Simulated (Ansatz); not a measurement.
Li2Si4, relaxed as a singlet with RKS B3LYP-D4/def2-SVP in Ansatz, starting from the GFN2-xTB geometry. Force threshold 0.02 eV/Å.

The restricted singlet is unstable towards broken spin symmetry in Hartree–Fock (as tested in another run); at B3LYP-D4/def2-SVP this wasn't settled. Another isomer (singlet) lies 0.02 eV lower at PBE-D4/def2-TZVP; other spin states weren't run for this one.

Start:

Cartesian coordinates in Å:
```
Li -1.569 2.001 1.717
Li 1.596 -2.026 -1.666
Si -0.349 -1.820 -0.026
Si -0.807 -0.431 1.580
Si -0.214 1.805 -0.445
Si 1.344 0.470 -1.161
```

Question: Estimate the energy that the relaxation releases and the steps that it takes.

Answer: 31.4 kcal/mol, in 8 steps; 24 s on 4 threads of Arm Neoverse N1 on a shared host. No frequencies were taken in this run, so the end may be a saddle point.

Question: Does the start keep its bonding?

Answer: Bonds formed: Si3–Si6, Si4–Si5 (atoms count from 1).

Question: Predict the relaxed structure.

Answer: 
```xyz
6

Li   -1.558    2.003    1.698
Li    1.564   -2.005   -1.689
Si   -0.413   -1.469   -0.336
Si   -0.431   -0.168    1.491
Si   -0.530    1.401   -0.449
Si    1.369    0.238   -0.714
```
Bond lengths (bridged metal pairs left out): 4 × Li–Si 2.45 Å; 4 × Si–Si 2.24 to 2.50 Å.
